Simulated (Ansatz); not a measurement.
System: AlHCl2, charge 0, singlet. AlHCl2 (SMILES [Cl][AlH][Cl]).
B3LYP-D3(BJ)/def2-TZVP minimum from Ansatz (a quantum-chemistry and plane-wave program):
```
Al
H 1 1.5570
Cl 1 2.0903 2 120.87
Cl 1 2.0903 2 120.87 3 -180.00
```
Charge 0, spin multiplicity 1.

Hartree-Fock and MP2 correlation energies in hartree (Ansatz). Open shells are spin-unrestricted; no spin-orbit coupling. Correlated methods leave the cores frozen. No relativity.

```json
[
 {"basis": "cc-pV(T+d)Z", "X": "3", "E(HF)": "-1161.70198", "E(corr, MP2)": "-0.44839"},
 {"basis": "cc-pV(Q+d)Z", "X": "4", "E(HF)": "-1161.71195", "E(corr, MP2)": "-0.49373"},
 {"basis": "cc-pV(5+d)Z", "X": "5", "E(HF)": "-1161.71365", "E(corr, MP2)": "withheld"}
]
```

Q: Fit E(corr) = E∞ + A/X³ to X = 3 and 4, predict X = 5, and compare with the run.

A: A = (-0.44839 - (-0.49373))/(1/27 - 1/64) = 2.1175; E∞ = -0.49373 - A/64 = -0.52682; at X = 5, E∞ + A/125 = -0.50988. The run gave -0.51287, 2.99 mEh below the prediction. The same form on X = 4 and 5 gives E∞ = -0.53295, 6.14 mEh below the first estimate.
